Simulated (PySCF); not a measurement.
C2H3N3, triplet, geometry from GFN2-xTB (a higher spin typed on purpose: for a closed-shell molecule this is an excited state). Base run: SCAN/6-31G (PySCF).

Here is a job for PySCF.
```python
from pyscf import gto, scf, dft

mol = gto.Mole()
mol.atom = '''
    C     1.171013    0.004751   -0.092470
    N     0.446365    1.083380   -0.115987
    C    -0.856665    0.747767    0.092638
    N    -0.942221   -0.666660    0.207449
    N     0.377843   -1.083067    0.014059
    H     2.229201   -0.057500   -0.215749
    H    -1.680901    1.382009   -0.145967
    H    -1.608295   -1.175186   -0.377944
'''
mol.basis = '6-31g'
mol.charge = 0
mol.spin = 2
mol.verbose = 4
mol.build()

mf = dft.UKS(mol)
mf.xc = 'scan'
mf.kernel()
```

Each row names what was changed in the base input (with any setting that the change needs).

```tsv
change	ΔE vs base (mEh)	grid points	electrons on the grid
base	0.000	99368	36.00000
grids.atom_grid = (75, 302)	-0.002	114456	36.00000
grids.prune = dft.gen_grid.treutler_prune	0.006	86808	36.00000
grids.atom_grid = (150, 974)	1.205	634200	36.00000
grids.atom_grid = (30, 110)	19.264	19656	35.99977
grids.atom_grid = (50, 194)	0.168	52208	35.99996
grids.prune = dft.gen_grid.sg1_prune	-0.042	44512	35.99991
grids.radi_method = mura_knowles	0.836	94616	36.00000
grids.radi_method = delley	1.463	105672	36.00000
grids.level = 5	1.160	282920	36.00000
grids.level = 2	5.135	71512	36.00000
```

Open shells are given as the SCF converged; they aren't shown to be the lowest states, and a large step between rows can be another state.
